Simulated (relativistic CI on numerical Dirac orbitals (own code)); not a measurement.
Calculated at this level of theory: Dirac-Coulomb-Breit CI, separate exchange-only KLI orbitals for each configuration, model QED, unscaled Slater integrals (own radial code, finite nucleus).

The strongest absorption lines from the ground level of an ion, among the configurations computed and to levels below about 2660 eV (vacuum wavelength in nm, gf): 0.47576 (0.11), 0.48025 (0.064), 0.61713 (0.0017), 0.65535 (0.061), 0.66457 (0.3), 0.68057 (0.23), 5.1129 (0.51), 11.667 (0.051).

Question: Which ion is it?
A. Ce XLV
B. Ce XLVII
C. Xe XLIII
D. Sn XXXIX

Answer: B. Ce XLVII has 12 electrons and the ground level 3s2 1S_0; the strongest line goes to 3s 3p 1P°_1. The pattern of lines fixes the number of electrons, and along that sequence the line energies rise steadily with the charge (about as its square where n changes within one kind of shell, about linearly where n is kept but much faster in heavy ions where fine structure, which grows about as Z⁴, sets the gap, and irregularly where shells cross), which fixes Z. Configurations outside the model, such as inner-shell arrays, can give stronger lines. At this charge energies of transitions that change n are usually good to better than 1 %, and those within a shell (Δn = 0) to a few per cent.

LS names give the leading component of a level, which can be under half, so a name can repeat, a term be missing and a line seem to break the LS rules.
